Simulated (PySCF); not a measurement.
H4O4Sn. Atoms are numbered in the order given.

```xyz
9

O     -1.2694    -1.0836     1.0381
Sn     0.0000     0.0000     0.0000
O      1.2694     1.0836     1.0381
O      1.0836    -1.2694    -1.0381
O     -1.0836     1.2694    -1.0381
H     -0.9059    -1.9585     1.2242
H      0.9059     1.9585     1.2242
H      1.9585    -0.9059    -1.2242
H     -1.9585     0.9059    -1.2242
```
Charge 0, spin multiplicity 1.

Coordinates come from a PBE0-D3(BJ)/def2-SVP optimisation. The structure was generated by enumeration; whether it is a known compound was not checked. The def2 effective core potentials stand for the cores of Sn; spin–orbit coupling is left out. The values are those of a single conformer.

Method: TDDFT-PBE/def2-SVPD (PySCF).

Vertical excitations; the highest root listed may be one member of a degenerate set. Isolated molecule, no solvent. State labels are in the subgroup C2.

Computed lowest excited states:
```json
[
 {"state": "S1", "symmetry": "B", "energy (eV)": "4.71", "λ (nm)": "263", "f": "0.014", "main pairs": "HOMO→LUMO (degenerate set)"},
 {"state": "S2", "symmetry": "B", "energy (eV)": "4.71", "λ (nm)": "263", "f": "0.014", "main pairs": "HOMO−1→LUMO (degenerate set)"},
 {"state": "S3", "symmetry": "A", "energy (eV)": "4.88", "λ (nm)": "254", "f": "0.000", "main pairs": "HOMO−3→LUMO 100 %"},
 {"state": "S4", "symmetry": "A", "energy (eV)": "5.06", "λ (nm)": "245", "f": "0.087", "main pairs": "HOMO−2→LUMO 96 %"},
 {"state": "S5", "symmetry": "B", "energy (eV)": "6.09", "λ (nm)": "203", "f": "0.088", "main pairs": "HOMO−4→LUMO (degenerate set)"},
 {"state": "S6", "symmetry": "B", "energy (eV)": "6.09", "λ (nm)": "203", "f": "0.088", "main pairs": "HOMO−5→LUMO (degenerate set)"},
 {"state": "S7", "symmetry": "A", "energy (eV)": "6.23", "λ (nm)": "199", "f": "0.015", "main pairs": "HOMO−6→LUMO 93 %"},
 {"state": "S8", "symmetry": "A", "energy (eV)": "6.83", "λ (nm)": "181", "f": "0.000", "main pairs": "HOMO−7→LUMO 98 %"},
 {"state": "S9", "symmetry": "A", "energy (eV)": "7.30", "λ (nm)": "170", "f": "0.000", "main pairs": "HOMO→LUMO+2, HOMO−1→LUMO+3, HOMO→LUMO+3, HOMO−1→LUMO+2 (degenerate set)"},
 {"state": "S10", "symmetry": "A", "energy (eV)": "7.30", "λ (nm)": "170", "f": "0.000", "main pairs": "HOMO−1→LUMO+3, HOMO→LUMO+2 (degenerate set)"},
 {"state": "T1", "symmetry": "B", "energy (eV)": "4.36", "λ (nm)": "284", "f": "0", "main pairs": "HOMO→LUMO (degenerate set)"},
 {"state": "T2", "symmetry": "B", "energy (eV)": "4.36", "λ (nm)": "284", "f": "0", "main pairs": "HOMO−1→LUMO (degenerate set)"},
 {"state": "T3", "symmetry": "A", "energy (eV)": "4.44", "λ (nm)": "279", "f": "0", "main pairs": "HOMO−2→LUMO 99 %"},
 {"state": "T4", "symmetry": "A", "energy (eV)": "4.58", "λ (nm)": "270", "f": "0", "main pairs": "HOMO−3→LUMO 100 %"}
]
```
Triplets are in the Tamm–Dancoff approximation, which puts them higher than full response would, so one can lie above its singlet here.
